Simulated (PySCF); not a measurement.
**Computed vibrations of [Pm(H2O)2]3+**

[Pm(H2O)2]3+ (singlet in the valence; each metal's 4f electrons, 4 of them, lie in its core potential, out of spins and levels). PySCF 2.14.0, RKS PBE0, Pm lcecp-1-SVP with ECP50, O def2-SVP, H def2-SVP; non-relativistic Hamiltonian with scalar-relativistic core potentials where named; density fitting; no spin-orbit coupling. Central differences of gradients.

```xyz
7

Pm   -0.0383    0.2652    0.0014
O     0.1991   -1.0325    1.8659
H     0.6384   -0.7954    2.7244
H    -0.1343   -1.9506    2.0409
O     0.0983   -1.0250   -1.8774
H     0.5021   -1.9238   -1.9922
H    -0.2160   -0.8091   -2.7944
```

Run from Python with OMP_NUM_THREADS=2. Where DIIS fails, smearing, a level shift and second-order steps follow.
It took 98 s on 2 threads of Arm Neoverse V1 (shared host).

Question: What are the harmonic wavenumbers and infrared intensities?

Answer: Negative numbers are unstable modes, those under 60 cm⁻¹ near the noise; a finer grid moves soft modes by up to 10 cm⁻¹.
```tsv
cm⁻¹	km/mol	symmetry
26	1.2	
63	2.4	
128	0.7	
424	8.2	
427	33.5	
640	72.2	
656	62.2	
703	162.0	
711	684.8	
1666	203.4	
1669	89.9	
3507	1149.2	
3522	108.1	
3541	346.1	
3546	705.9
```

Question: Is this a minimum?

Answer: Yes, within the noise of the softest modes. Ideal gas at 298.15 K and 1 bar: S = 363.7 J/(mol K), Cp = 84.7 J/(mol K), H − H(0 K) = 19.0 kJ/mol (rigid rotor, harmonic modes, spin degeneracy alone, that of the 4f electrons in the core included; the modes under 60 cm⁻¹ make these uncertain).

An lcecp potential fixes the number of 4f electrons, so in runs with it no electron can move into or out of that shell.
